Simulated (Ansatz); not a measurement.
Q: Name a neutral molecule of Al, I with size of the dipole moment (B3LYP/def2-TZVPP) between 0.00 and 0.30 D and HOMO–LUMO gap (ωB97M-V/def2-TZVPP) between 9.55 and 9.85 eV (Ansatz, PBE0-D4/def2-TZVP geometry).

A: `[I][Al]([I])[I]` (0.00 D, 9.57 eV). Other molecules can fit too; these were computed, each in one conformer that needn't be the lowest.

B3LYP here is the variant with VWN-RPA as its local correlation; programs differ in this.
